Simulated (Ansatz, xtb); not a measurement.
Relaxing a trial structure of C4H10AlF

The starting geometry of this gas-phase singlet was built from a drawn formula by distance geometry and a force field; its bonds are those of `[CH3][AlH][CH2][C@@H](C)F`.

```xyz
16

C     1.2557   -1.2067   -0.2599
C     2.0126    1.6309    1.5173
C     0.7402    2.4107    1.1031
C     0.2603    3.3978    2.1271
Al    2.5526    0.2028    0.1766
F     0.9865    3.0650   -0.0791
H     0.3229   -0.7970   -0.6985
H     1.0242   -1.7975    0.6338
H     1.7581   -1.9377   -1.0136
H     3.9840    0.2908   -0.4478
H     1.7796    1.1441    2.5245
H     2.7738    2.3573    1.6623
H    -0.0672    1.6384    0.8714
H     1.1117    4.1469    2.3171
H    -0.6433    3.9276    1.7704
H     0.0250    2.8355    3.0646
```

**Question.** Where would you expect an optimisation with r2SCAN-D4/def2-SVP to take it?

**Answer.** It rearranges, giving a structure given below by its coordinates. Distances that change by over a tenth: C2–C3 (1.55 → 1.35 Å), C2–Al5 (2.03 → 2.47 Å). Contacts that open: C3–F6 (1.37 → 2.80 Å). Contacts that close: Al5–F6 (3.27 → 1.70 Å).

The energy falls by 1.92 eV over 29 steps:

```csv
step,E − E(last) (eV)
1,1.919
4,1.535
7,1.249
10,1.100
13,0.669
17,0.102
20,0.032
23,0.005
26,0.002
29,0.000
```

Final geometry (Å):

```xyz
16

C     1.5741   -0.9362   -0.3198
C     1.4764    1.0955    2.2349
C     0.5728    2.0743    2.0050
C     0.8769    3.5163    1.8033
Al    1.5864    1.0153   -0.2332
F     0.1770    1.8017   -0.7539
H     0.6169   -1.3594    0.0316
H     2.3839   -1.3974    0.2716
H     1.7090   -1.2803   -1.3612
H     2.8957    1.9130   -0.3616
H     1.1587    0.0655    2.4237
H     2.5428    1.3243    2.3530
H    -0.4873    1.7944    1.9356
H     1.9537    3.7304    1.8585
H     0.4916    3.8340    0.8200
H     0.3479    4.1177    2.5619
```

From the same start GFN2-xTB reaches the same bonding as this run.

No frequencies were run, so the end isn't proven a minimum. Run with Ansatz 0.2.0, 120 s on 2 threads of Arm Neoverse V2, with other jobs on the host.
